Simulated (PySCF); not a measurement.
H4AlO4 (SMILES [OH][Al-]([OH])([OH])[OH]), charge -1, singlet, at a GFN2-xTB geometry (such geometries of metal compounds can be far from the true shape) (in this run its highest filled SCF level lies above zero, so its values depend strongly on the basis, on diffuse functions most of all). Base run: PySCF with PBE/STO-3G.

Geometry (Å):
```xyz
9

Al     0.0000     0.0000     0.0000
O      1.6001    -0.4186    -0.5695
H      1.7643    -0.4183    -1.5023
O      0.1147     0.2626     1.7256
H      0.8385     0.7741     2.0596
O     -0.5199     1.4075    -0.8993
H     -1.4303     1.6647    -0.8529
O     -1.1949    -1.2515    -0.2569
H     -1.1725    -2.0205     0.2955
```
Charge -1, spin multiplicity 1.
All else is at PySCF's defaults.
Base energy -538.06735 Eh.

Each row names what was changed in the base input (with any setting that the change needs).

```
change                                                                            ΔE vs base (mEh)  SCF cycles
--------------------------------------------------------------------------------  ----------------  ----------
base                                                                                         0.000           7
init_guess = huckel                                                                          0.000           8
level_shift = 0.3 (with mf.max_cycle = 100)                                                  0.000          12
init_guess = mod_huckel                                                                      0.000           7
conv_tol_grad = 1e-3                                                                         0.000           7
diis = off; damp = 0.3 (with mf.diis_start_cycle = 200; with mf.max_cycle = 150)             0.000          14
diis_space = 12                                                                              0.000           7
conv_tol = 1e-12                                                                             0.000          10
solver = newton                                                                              0.000           -
conv_tol = 1e-4                                                                              0.000           5
init_guess = sap                                                                             0.000           7
DIIS = ADIIS                                                                                 0.000          12
diis_space = 2                                                                               0.000          13
```
